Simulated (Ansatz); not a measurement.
`OB(S)O[SiH3]` and `[OH][In]([SH])[O][SiH3]` differ in one element.

Ansatz, PBE0-D4/def2-TZVP geometries, multiplicity 1. Each molecule was computed in one conformer, which needn't be the lowest.

Elements past krypton have def2 core potentials.

```tsv
property	`OB(S)O[SiH3]`
size of the dipole moment (ωB97M-V/def2-TZVPP) / D	0.84
ideal-gas entropy at 298 K and 1 bar (rigid rotor, harmonic PBE0-D4/def2-TZVP) / J/(mol·K)	366
HOMO–LUMO gap (B3LYP/def2-TZVPP) / eV	7.08
HOMO energy (B3LYP/def2-TZVPP) / eV	-7.47
LUMO energy (PBE/def2-TZVPP) / eV	-1.01
HOMO energy (PBE0/def2-TZVPP) / eV	-7.73
```

What does the change do to each property? (Best estimate.)

The calculation gave: 
```tsv
property	`[OH][In]([SH])[O][SiH3]`	shift
size of the dipole moment (ωB97M-V/def2-TZVPP) / D	0.42	-0.42
ideal-gas entropy at 298 K and 1 bar (rigid rotor, harmonic PBE0-D4/def2-TZVP) / J/(mol·K)	423	57
HOMO–LUMO gap (B3LYP/def2-TZVPP) / eV	5.44	-1.64
HOMO energy (B3LYP/def2-TZVPP) / eV	-7.79	-0.32
LUMO energy (PBE/def2-TZVPP) / eV	-2.93	-1.92
HOMO energy (PBE0/def2-TZVPP) / eV	-8.04	-0.31
```

With PBE0 the HOMO falls by 0.31 eV and the LUMO falls by 1.89 eV, so the gap narrows by about 1.58 eV. PBE moves the HOMO by -0.32 eV and ωB97M-V by -0.31 eV. Dipoles are sizes alone; their direction can turn. Modes under 60 cm⁻¹, often nearly free rotors, make the harmonic entropy too high.

Positive LUMOs are unbound, so they and the gaps depend on the basis.

B3LYP here is the variant with VWN-RPA as its local correlation; programs differ in this.
